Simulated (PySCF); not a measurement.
# Gallium: a sound run and one with changed settings

Sound run: Ga⁺ [Ar] 3d10 4s2, Ga²⁺ [Ar] 3d10 4s1. Calculation: PySCF 2.14, in cc-pVDZ-DK; the spin-free X2C one-electron Hamiltonian (Gaussian nucleus). In the sound run the correlated levels freeze [Ar] 3d10. The sound run starts from symmetry-adapted Hartree-Fock orbitals and uses a fine grid where one is needed.

A second run was set up differently.

```
species  method  sound run (hartree)  changed run (hartree)  converged
    Ga⁺     MP2          -1941.90512            -1941.92822        yes
   Ga²⁺     MP2                  n/a            -1941.20804        yes
```

Ionisation energy of Ga⁺:

```tsv
method	sound run (eV)	changed run (eV)
UHF	18.801	18.801
MP2	19.439	19.597
SCS-MP2	19.566	19.710
```

Q: What was changed?
A. too few SCF iterations
B. minimal basis
C. all electrons correlated in a valence basis
D. level shift left on

A: C. A valence basis has no tight correlating functions, so it recovers only part of the core correlation, and not evenly between atom and ion.
